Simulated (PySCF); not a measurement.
# Working out the ionisation energy of Cl²⁺

Cl²⁺ [Ne] 3s2 3p3 (4S) → Cl³⁺ [Ne] 3s2 3p2 (3P). Calculation: PySCF 2.14, in aug-cc-pV(T+d)Z (6s5p4d2f, 55 functions); the non-relativistic Hamiltonian (point nucleus). Frozen: [Ne]. Energies in hartree (1 hartree = 27.21139 eV):

| part | Cl²⁺ (lower) | Cl³⁺ (upper) |
| --- | --- | --- |
| UHF | -458.223120 | -456.791273 |
| MP2 opposite-spin | -0.070953 | -0.060937 |
| MP2 same-spin | -0.025720 | -0.011836 |

What does Hartree-Fock give?

(-456.791273) − (-458.223120) = 1.431847 hartree = 38.963 eV.

What do MP2 and SCS-MP2 (6/5 opposite-spin, 1/3 same-spin) give?

The opposite-spin parts differ by 0.273 eV and the same-spin parts by 0.378 eV. MP2: 38.963 + (0.273) + (0.378) = 39.614 eV. SCS-MP2: 38.963 + 1.2 × (0.273) + (0.378)/3 = 39.417 eV.

A first-order spin-orbit estimate adds -0.100 eV to MP2 (valence), giving 39.514 eV against 39.8 ± 0.11 eV (semi-empirical (NIST evaluation); NIST Atomic Spectra Database, ionization energies).

What remains against the reference includes basis incompleteness, the frozen core and correlation beyond second order.
